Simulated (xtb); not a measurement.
BrZn (SMILES [Zn][Br]), doublet, at a GFN2-xTB geometry (such geometries of metal compounds can be far from the true shape) (the spin is typed, not shown lowest).

Here is a job for xtb.
```
$ xtb coord --gfn 0 --uhf 1 --json

# file coord
$coord
     -0.0000000000      -0.0000000000      -2.4855542584  zn
      0.0000000000       0.0000000000       2.1304750786  br
$end
```

Task: What is the computed partial charges in atom order (GFN0-xTB (xtb 6.7.1))?

Result: Zn1 -0.08, Br2 0.08

Task: Estimate the total energy that GFN0-xTB returns for this input.

Result: -4.467869 Ha
